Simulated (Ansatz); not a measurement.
ClH$_{3}$InN (`[NH2][InH][Cl]`), charge 0, multiplicity 1.

**Question.** Give a relaxed structure at PBE0-D4/def2-TZVP (Ansatz). (An estimate is asked.)

**Answer.** Ansatz gave: 
```xyz
6

N    -0.044   -0.393    1.089
In    0.009   -0.011   -0.868
Cl   -0.682    2.192   -1.241
H     0.463   -1.166    1.489
H    -0.083    0.384    1.730
H     0.337   -1.006   -2.198
```
